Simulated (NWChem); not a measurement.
## Atomisation of C3H6OSi

SMILES: [SiH3][C@H]1OC=C1
```xyz
11

Si     1.6048     0.2350    -0.1100
C     -0.2203     0.0774    -0.6142
C     -1.2202     0.8637     0.1896
C     -1.6185    -0.3202     0.6857
O     -0.7720    -1.1390    -0.0128
H      2.1236     1.5626    -0.5621
H      1.6950     0.1325     1.3743
H      2.4135    -0.8427    -0.7540
H     -0.3705     0.0599    -1.7074
H     -1.4711     1.9128     0.3165
H     -2.3272    -0.7290     1.4094
```
Charge 0, spin multiplicity 1.

All runs are NWChem calculations. Structure: optimised with PBE0/def2-SVP, a minimum by its harmonic frequencies. It is one conformer; others weren't searched.

Basis set: def2-TZVP. The atomisation energy is electronic alone: no zero-point, thermal, spin-orbit or counterpoise terms. No value is extrapolated to the basis-set limit. Free atoms are single determinants with multiplicities Si 3, C 3, O 3, H 2.

B3LYP has NWChem's definition, with VWN1-RPA local correlation. The structure started from a generated list of species. No SCF solution was tested for a lower state.

Problem. One of these methods gave an atomisation energy of 1007.3 kcal/mol. Which?
A. PBE0
B. B3LYP
C. BP86
D. TPSS

Solution. A, PBE0. The others give 995.9 (B3LYP), 1035.4 (BP86), 1015.8 (TPSS).
